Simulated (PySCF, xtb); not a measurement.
C₂H₃BClNO₂, SMILES COB(Cl)N=C=O. One conformer was computed; it need not be the lowest.

Harmonic wavenumbers (cm⁻¹) from xtb with GFN2-xTB at its own minimum, in rising order: 68, 73, 99, 166, 173, 306, 391, 480, 507, 517, 575, 920, 1023, 1125, 1134, 1314, 1404, 1458, 1460, 1558, 2511, 2981, 2982, 2989.

Task: What does r2SCAN-D4/def2-SVP (PySCF) give at its own minimum? (An estimate is asked for; the answer gives what the named calculation found.)

Result: 55, 55, 99, 149, 212, 341, 426, 571, 573, 615, 634, 1027, 1056, 1180, 1181, 1382, 1470, 1471, 1489, 1593, 2438, 3036, 3146, 3146. Paired by order, the mean absolute difference is 57 cm⁻¹ and the zero-point energies are 37.5 and 39.1 kcal/mol.
